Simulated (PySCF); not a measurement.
C₇H₁₃NSi.
Geometry (PBE0-D3(BJ)/def2-SVP, Å), atoms numbered from 1 in this order:
```
atom  x, y, z in Å
C1    -0.1905    3.4226   -0.0419
C2    -0.1045    2.2164    0.0401
C3     0.0211    0.7649    0.1090
C4     1.4747    0.2826   -0.0962
Si5    1.2554   -1.5706   -0.3851
N6     1.4954   -2.4644    1.0894
C7    -0.5893   -1.4792   -0.7876
C8    -0.8856    0.0277   -0.9110
C9    -2.3586    0.3649   -0.7536
H10   -0.2675    4.4919   -0.1049
H11   -0.3065    0.4471    1.1181
H12    1.8943    0.7605   -0.9971
H13    2.1203    0.5578    0.7505
H14    2.0874   -2.0517   -1.5404
H15    2.4260   -2.4760    1.4958
H16    1.0954   -3.3960    1.1466
H17   -0.9052   -2.0300   -1.6863
H18   -1.1528   -1.8979    0.0656
H19   -0.5557    0.3635   -1.9118
H20   -2.7225    0.0614    0.2420
H21   -2.9647   -0.1623   -1.5060
H22   -2.5366    1.4451   -0.8646
```

Computed with PySCF at PBE0/pcSseg-1, non-relativistic, on one gas-phase PBE0-D3(BJ)/def2-SVP geometry that isn't relaxed in the solvent. The solvent is an IEF-PCM continuum (cavity from Bondi-type radii × 1.2). The model holds no explicit solvent molecules, cavitation or dispersion.

Gas phase at PBE0/pcSseg-1: HOMO -7.21 eV, LUMO 0.95 eV, dipole 1.71 D.

Q: What does the continuum do to the energy, the frontier levels and the dipole at PBE0/pcSseg-1 in tetrahydrofuran and acetonitrile?

A: 
```tsv
solvent	ε	E(solvent) − E(gas) (kcal/mol)	polarisation term (kcal/mol)	distortion of the solute (kcal/mol)	HOMO (eV)	LUMO (eV)	dipole (D)
tetrahydrofuran	7.426	-5.04	-5.44	0.40	-7.18	1.01	2.17
acetonitrile	35.69	-6.09	-6.68	0.59	-7.18	1.00	2.27
```

The first energy column is the sum of the next two and covers electrostatics alone. From tetrahydrofuran to acetonitrile the lowering changes by a factor 1.21, Onsager's factor (ε − 1)/(2ε + 1) by 1.18 and ε itself by 4.8.

Q: Which radius a makes the point-dipole formula ΔE = −[(ε − 1)/(2ε + 1)]·μ²/a³ give the value in acetonitrile, with the gas-phase dipole?

A: μ = 0.674 au and |ΔE| = 0.00970 Eh give a = 1.49 Å; the farthest nucleus lies 4.60 Å from the centroid of the nuclei, so such a sphere wouldn't even hold the nuclei. The formula assumes a rigid point dipole at the centre of a sphere.

Q: Give the dipole vector in the frame of the coordinates (D, pointing from negative to positive charge), gas and acetonitrile.

A: Gas (0.49, -1.63, 0.20), solvent (0.58, -2.19, 0.22). Its length changes by +33 % and its direction by 2°.

Q: Which Hirshfeld charges (PBE0/pcSseg-1) respond most in acetonitrile (means over atoms taken as equivalent)?

A: 
```
  atoms             environment  gas (e)  solvent (e)  change
     C1  terminal alkyne carbon   -0.131       -0.146  -0.015
     C2           alkyne carbon   -0.033       -0.043  -0.010
    H10         alkyne hydrogen   +0.089       +0.099  +0.010
H15/H16            N–H hydrogen   +0.115       +0.124  +0.009
     N6  silicon-bound nitrogen   -0.319       -0.326  -0.007
    H14           Si–H hydrogen   -0.101       -0.106  -0.005
    H17      methylene hydrogen   +0.038       +0.041  +0.003
    Si5             SiH silicon   +0.388       +0.392  +0.004
```
